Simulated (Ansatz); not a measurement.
`F[Si](F)O[SiH3]` radical at its PBE0-D4/def2-TZVP geometry, where that method's forces vanish. Charge 0, multiplicity 2.

```xyz
8

F     0.5825    0.8551    2.4067
Si    0.6363   -0.5172    1.6055
F     2.1243   -1.0557    1.7238
O     0.3205   -0.2506    0.0524
Si   -0.6969    0.1558   -1.1766
H    -2.0208   -0.4752   -0.9507
H    -0.1030   -0.3424   -2.4382
H    -0.8430    1.6302   -1.2230
```

(1) What forces (eV/Å) does r2SCAN-D4/def2-TZVPP give on these atoms in Ansatz? (Best estimate.)

## Answers

(1) Ansatz gave: 
```
F1   0.004  0.068  0.035
Si2 -0.064 -0.071  0.078
F3   0.074 -0.020  0.004
O4   0.015  0.014 -0.084
Si5 -0.029  0.005 -0.033
H6   0.026  0.019 -0.016
H7  -0.024  0.018  0.024
H8  -0.003 -0.033 -0.007
```
